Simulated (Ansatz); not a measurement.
Isomers of C2H10OSi2, relaxed with PBE0-D4/def2-TZVP in Ansatz; electronic energies, one conformer each and not always the lowest. Functionals use def2-TZVPP; CBS adds triple-zeta CCSD(T) − MP2 to the MP2 limit of def2-TZVPP and def2-QZVPP.

Task: Order them by energy at frozen-core CCSD(T)/CBS, lowest first. (Estimate.)
A. `CO[SiH](C)[SiH3]`
B. `C[SiH](C)O[SiH3]`
C. `C[Si](C)(O)[SiH3]`

Result: B (0.0 kcal/mol), C (27.0 kcal/mol), A (51.7 kcal/mol).

Task: How do ωB97M-V, PBE-D4, HF/CBS(def2), B3LYP-D4 place them (kcal/mol, against `C[SiH](C)O[SiH3]`)? (Best estimate.)

Result: Computed: 
| isomer | ωB97M-V | PBE-D4 | HF/CBS(def2) | B3LYP-D4 |
| --- | --- | --- | --- | --- |
| `CO[SiH](C)[SiH3]` | 51.8 | 44.4 | 55.2 | 49.7 |
| `C[Si](C)(O)[SiH3]` | 27.3 | 20.0 | 35.3 | 26.8 |

B3LYP here is the variant with VWN-RPA as its local correlation; programs differ in this.
